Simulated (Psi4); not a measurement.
Here is a job for Psi4.
```
memory 2 GB

molecule mol {
0 2
Si   -1.403295   -0.534621    0.038975
As    0.728614    0.324234   -0.023354
H    -1.673133   -1.318331    1.252156
H    -2.368384    0.569103    0.005921
H    -1.705114   -1.414749   -1.098573
H     1.348493   -1.051041    0.065542
}

set {
  basis def2-svp
  reference uks
}

energy('revpbe')
print_variables()
```

**Question.** What total energy does REVPBE/def2-SVP (Psi4) give?

**Answer.** -2527.132605 Ha

**Question.** Give the dipole moment at the level REVPBE/def2-SVP.

**Answer.** 0.38 D

**Question.** What number of basis functions does REVPBE/def2-SVP give?

**Answer.** 70

**Question.** Give the nuclear repulsion energy at the level REVPBE/def2-SVP.

**Answer.** 153.4050 Eh

**Question.** What is the computed <S^2> (REVPBE/def2-SVP)?

**Answer.** 0.753

These values belong to the state on which the SCF converged, which isn't shown to be the lowest.
